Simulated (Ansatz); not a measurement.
`O=CB(O)[SiH3]` + HCl → `OB([SiH3])Cl` + `C=O` at 500 K and 1 bar (ligand exchange at a B–C bond).

Gas-phase electronic energies from Ansatz, PBE0-D4/def2-TZVP geometries. CBS: MP2 limit from def2 TZ/QZ plus the TZ coupled-cluster correction, frozen cores. This one scheme is used for every species. Each species was taken in one conformer, which may not be the lowest.

```csv
species,CCSD(T)/CBS energy (Eh),H − E (kJ/mol),S (J/(mol·K))
`O=CB(O)[SiH3]`,-505.29009,210.8,411.1
HCl,-460.38127,32.5,201.9
`OB([SiH3])Cl`,-851.31256,157.9,383.9
`C=O`,-114.39408,87.9,238.5
```

H − E and S are ideal-gas, rigid-rotor, harmonic terms from PBE0-D4/def2-TZVP, for one conformer and one mirror image of each species. 1 Eh = 2625.50 kJ/mol, R = 8.31446 J/(mol·K).

Problem. By hand: ΔE, ΔH, ΔS and ΔG.

Solution. ΔE = (-851.31256) + (-114.39408) − (-505.29009) − (-460.38127) = -0.03528 Eh = -92.6 kJ/mol. Δ(H − E) = 157.9 + 87.9 − 210.8 − 32.5 = 2.5, so ΔH = -90.1 kJ/mol. ΔS = 383.9 + 238.5 − 411.1 − 201.9 = 9.4 J/(mol·K). ΔG = -90.1 − 500 × (9.4)/1000 = -94.8 kJ/mol.

Problem. By hand: the equilibrium constant, and the temperature at which ΔG would vanish if ΔH and ΔS stayed fixed.

Solution. log₁₀ K = −ΔG/(RT ln 10) = 9.9. ΔH and −TΔS have one sign here, so there is no such temperature.

The number of gas molecules stays the same, so ΔS is small and ΔH decides. A doubt of 5 kJ/mol in ΔE shifts log₁₀ K by 0.5 here. Other conformers and mirror images would add mixing entropy, several J/(mol·K) or more a flexible species. Modes under 60 cm⁻¹, often nearly free rotors, make the harmonic entropy too high. These are equilibria of isolated gas molecules and say nothing of rates. Largest T1 diagnostic: 0.016 (customary marks: 0.02 for closed shells, 0.045 for open ones).

ΔS is within the doubt of such terms, so its sign, and with it that verdict, could turn.
